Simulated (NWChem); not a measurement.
# C2H3BN2O; SMILES OB1C=NC=N1

```xyz
9

O      0.1585    -2.0800     0.0000
B      0.0421    -0.7503     0.0000
C      1.2096     0.3597     0.0000
N      0.6399     1.5088     0.0000
C     -0.7936     1.2246     0.0000
N     -1.2137     0.0221     0.0000
H     -0.7052    -2.5138     0.0000
H      2.3049     0.2949     0.0000
H     -1.4509     2.1065     0.0000
```
Atoms are numbered in this order, from 1.

All runs: NWChem. Pople sets run with spherical d functions. Coordinates come from a PBE0/def2-SVP optimisation. B3LYP is NWChem's, with the RPA form of VWN correlation. Atomic charges in e: unrestrained fits to the electrostatic potential beside Mulliken populations; buried atoms are poorly determined by the fit.

For level Hartree-Fock/6-31G*:

- ESP O1 = -0.86
- Mulliken O1 = -0.70
- ESP B2 = 0.96
- Mulliken B2 = 0.75
- Mulliken C3 = -0.15
- Mulliken N4 = -0.47
- Mulliken C5 = 0.25

**Question.** How do the values read with level B3LYP/def2-SVP instead?

**Answer.** 
| Property | Value |
|---|---|
| ESP O1 | -0.71 |
| Mulliken O1 | -0.06 |
| ESP B2 | 0.76 |
| Mulliken B2 | -0.06 |
| Mulliken C3 | 0.04 |
| Mulliken N4 | -0.18 |
| Mulliken C5 | 0.12 |
